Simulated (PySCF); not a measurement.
**C6H4Cl: g tensor and hyperfine couplings**

C₆H₄Cl (doublet state).
Cartesian coordinates in Å at the GFN2-xTB level; atoms count from 1:
```xyz
11
C6H4Cl angstrom
C     -3.0021   -0.0813    0.4253
C     -1.5819   -0.0977    0.1983
C     -0.3805   -0.1102    0.0094
C      0.9405   -0.1158   -0.1883
C      2.1560   -0.1469   -0.4079
C      3.4814   -0.1504   -0.5966
Cl     4.5575    0.5812    0.5315
H     -3.5169    0.3366   -0.4412
H     -3.3692   -1.0952    0.5932
H     -3.2335    0.5267    1.3008
H      3.9541   -0.6043   -1.4503
```

The species is `CC#CC#C[CH]Cl` [radical].

The calculation used PySCF 2.14.0, UKS B3LYP, pcH-1 on C Cl H, non-relativistic, mean-field spin-orbit, GIAO. Isolated species at its GFN2-xTB geometry, gas phase. The geometry wasn't refined by DFT: couplings that depend on bond lengths, twists or pyramidal angles can differ widely from those at the functional's own minimum. The SCF solution wasn't tested for stability. ⟨S²⟩ is 0.779 where a pure state has 0.75.

- g1, g2, g3: 2.00184, 2.00573, 2.01057
- g_iso: 2.00605
- Form of g: rhombic: the two nearest values differ by 45 % of g3 − g1
- ⟨S²⟩: 0.7791 (exact 0.7500)
- α and β electrons: 29, 28
- Basis functions: 225

Isotropic coupling and dipolar principal values T1 to T3, in G; ρ(0) is the spin density at the nucleus (MHz turned into gauss with g_iso; 10 G = 1 mT):

```csv
atom,isotope,a_iso,of which spin–orbit,T1,T2,T3,Mulliken spin population,ρ(0) (bohr⁻³)
C1,13C,-4.4,0.0,-0.3,0.1,0.1,-0.03,-0.0110
C2,13C,10.3,0.0,-10.3,-6.2,16.5,0.33,0.0258
C3,13C,-16.3,0.0,-5.1,-0.3,5.4,-0.17,-0.0408
C4,13C,15.2,0.0,-14.5,-10.1,24.6,0.46,0.0378
C5,13C,-21.7,0.0,-7.5,-0.7,8.2,-0.25,-0.0543
C6,13C,22.4,0.1,-18.6,-18.2,36.9,0.59,0.0555
Cl7,35Cl,1.0,0.0,-8.5,-5.0,13.5,0.06,0.0068
H8,1H,12.5,0.0,-0.7,-0.5,1.2,0.01,0.0078
H9,1H,15.2,0.0,-0.7,-0.5,1.2,0.02,0.0096
H10,1H,2.6,0.0,-0.6,-0.5,1.2,0.00,0.0016
H11,1H,-16.7,0.0,-8.3,-0.4,8.7,-0.03,-0.0105
```

Largest spin populations (Mulliken): C6 (+0.59), C4 (+0.46), C2 (+0.33) and C5 (-0.25). Three atoms exceed +0.15. The angles at C6 add up to 360.0°, so it is planar; its axial dipolar tensor and the negative coupling of its proton fit spin in a p orbital normal to that plane.

C6, the radical centre as drawn in `CC#CC#C[CH]Cl`, holds a spin population of +0.59 out of 1.

Axes: g2 points within 11° of the C6–Cl7 bond.

Under fast tumbling the dipolar parts average out, and these isotropic splittings remain: 1 × 1H (H11, I = 1/2, 2 lines) with 1.67 mT, 3 × 1H (H8/H9/H10, I = 1/2, 4 lines) with 1.01 mT and 1 × 35Cl (Cl7, I = 3/2, 4 lines) with 0.10 mT.

Class means assume fast exchange of nuclei equivalent by connectivity; if that motion is slow, each nucleus keeps its own coupling. The three 1H nuclei of mean +28.4 MHz run from 7.2 to 42.8 MHz in the frozen geometry.

Main isotope only: 35Cl (natural samples also hold 24 % 37Cl, magnetic too, which adds its own pattern).

The 13C coupling of C6 (62.8 MHz) shows only in satellite lines or after enrichment, since that isotope makes up about 1.07 % of natural carbon.
